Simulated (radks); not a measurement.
The numbers below are computed, except where a source is named.
Polarisability of the argon ion Ar3+, [Ne] 3s2 3p3, at imaginary frequency. Level of theory: scalar-relativistic Kohn-Sham, LDA (Slater exchange, Perdew-Wang correlation), spin-unpolarised, spherical densities, finite nucleus; Fermi nuclear charge, rms radius 3.4274 fm (a radial shooting solver on a logarithmic mesh with Libxc functionals). Response by self-consistent Sternheimer equations with the Hartree and adiabatic LDA kernel, the relativistic mass of each level held fixed and spin-orbit coupling left out.

| w (hartree) | alpha1(iw) (bohr^3) |
|---|---|
| 0.00266 | 3.581 |
| 0.0143 | 3.580 |
| 0.0360 | 3.576 |
| 0.0697 | 3.562 |
| 0.118 | 3.528 |
| 0.186 | 3.452 |
| 0.280 | 3.303 |
| 0.413 | 3.034 |
| 0.605 | 2.596 |
| 0.892 | 1.988 |
| 1.35 | 1.304 |
| 2.12 | 0.7125 |
| 3.59 | 0.3219 |
| 6.94 | 0.1182 |
| 17.5 | 0.02915 |

Static values: alpha1 = 3.581 bohr^3 (0.5306 angstrom^3; uncoupled 5.945). C6 = 9.790, triple-dipole C9 = 25.69 atomic units. One-pole (London) frequency 4 C6 / (3 alpha1^2) = 1.018 hartree, against 1.838 for minus the highest occupied eigenvalue.
